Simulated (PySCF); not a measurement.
2-methylprop-2-en-1-amine (C₄H₉N), SMILES CC(CN)=C.

The structure is a stationary point at B3LYP-D3(BJ)/def2-SVP. One conformer was computed; it need not be the lowest.

Level of theory: PySCF with B3LYP-D3(BJ)/def2-SVP.

Harmonic, unscaled wavenumbers; measured fundamentals usually lie a few per cent lower.

Computed harmonic wavenumbers and intensities:
```
mode  ν (cm⁻¹)  IR (km/mol)  moving atoms (share of kinetic energy)
----  --------  -----------  --------------------------------------
1           92          1.7                  H 40 %, C 36 %, N 24 %
2          186          0.2                                  H 92 %
3          254         16.3                  H 60 %, C 23 %, N 18 %
4          290         32.3                  H 60 %, C 22 %, N 18 %
5          415          7.3                          C 52 %, H 46 %
6          430          2.1                          C 52 %, H 44 %
7          560          6.4                  C 51 %, H 35 %, N 14 %
8          724          3.4                                  H 89 %
9          796         48.8                          H 52 %, C 43 %
10         849         78.2                  H 61 %, C 29 %, N 10 %
11         923         31.2                          H 73 %, C 27 %
12         937         10.1                          H 62 %, C 36 %
13         973          3.0                          H 69 %, C 28 %
14        1048          3.3                          H 64 %, C 35 %
15        1056          3.3                          H 66 %, C 31 %
16        1086         14.2                  C 42 %, N 30 %, H 29 %
17        1173          2.7                          H 78 %, C 19 %
18        1286          1.0                          H 48 %, C 47 %
19        1318          5.0                          H 75 %, C 22 %
20        1387          7.4                          H 78 %, C 22 %
21        1404          8.1                          H 61 %, C 36 %
22        1431          4.9                          H 81 %, C 18 %
23        1443          7.5                                  H 96 %
24        1468         17.0                                  H 94 %
25        1480          1.0                           H 92 %, C 8 %
26        1629         21.2                                  H 91 %
27        1731         12.4                          C 90 %, H 10 %
28        2957         74.8                                  H 94 %
29        3020         12.3                                  H 96 %
30        3027         43.7                           H 92 %, C 8 %
31        3094         14.5                           H 91 %, C 9 %
32        3129          5.5                                  H 94 %
33        3134         14.4                          H 90 %, C 10 %
34        3222         14.8                          H 89 %, C 11 %
35        3489          0.8                                  H 96 %
36        3569          0.5                           H 92 %, N 8 %
```
